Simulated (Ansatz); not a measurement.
The Cd1–H2 bond of CdH4Si (SMILES [SiH3][CdH]) is stretched (multiplicity 1, the rest rigid).
Geometry at rest (charge 0, multiplicity 1):
```xyz
6

Cd    -0.566    -0.311    -0.080
H     -2.045    -1.121    -0.288
Si     1.635     0.896     0.230
H      2.249     0.594     1.550
H      1.471     2.372     0.154
H      2.626     0.513    -0.810
```

Correlated levels freeze the cores.

Run with Ansatz (a first-principles code) with Gaussian orbitals. Each number belongs to the level named beside it. In def2 rows elements past Kr take small-core potentials, without spin–orbit coupling.

Energies above the point at 1.699 Å (the B3LYP-D3(BJ) bond length), FIC-MRCISD+Q on CASSCF(2,2)/def2-TZVPP (kcal/mol): 4.45 at 1.529 Å; 3.31 at 1.869 Å; 71.49 at 5.438 Å.

**Question.** Take the last value as the depth D of a Morse curve D(1 − e^(−a(R − R₀)))², fit a and R₀ to the two near points, and test it at 2.294 and 2.974 Å.

**Answer.** 
With D = 71.5, both near points (counted from the curve's value at 1.699 Å) are met by a = 1.37 Å⁻¹ and R₀ = 1.692 Å, so k = 2Da² = 268 kcal/(mol Å²). The curve then gives 22.5 and 48.9 kcal/mol; the level itself gives 23.0 and 52.4, so Morse is off by -0.5 and -3.5.
